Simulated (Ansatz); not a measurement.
A structure relaxed at PBE0-D4/def2-TZVP, charge 0, multiplicity 1:

Cartesian coordinates in Å:
```
F 1.161 -1.164 -1.764
B 0.293 -0.573 -0.961
C 0.398 -0.487 0.594
Al -0.687 1.131 0.453
Se -1.206 0.506 -1.716
H 1.387 -0.591 1.040
H -0.276 -1.224 1.052
H -1.070 2.402 1.302
```

(1) Give its formula and SMILES.

(2) Summarise the bond lengths by kind.

Results:

(1) CH3AlBFSe, `FB1[CH2][AlH][Se]1`.

(2) 1 × B–F 1.322 Å; 1 × B–C 1.561 Å; 1 × B–Se 1.996 Å; 1 × Al–C 1.954 Å; 2 × C–H 1.089 to 1.099 Å; 1 × Al–Se 2.316 Å; 1 × Al–H 1.576 Å.

Computed with Ansatz.
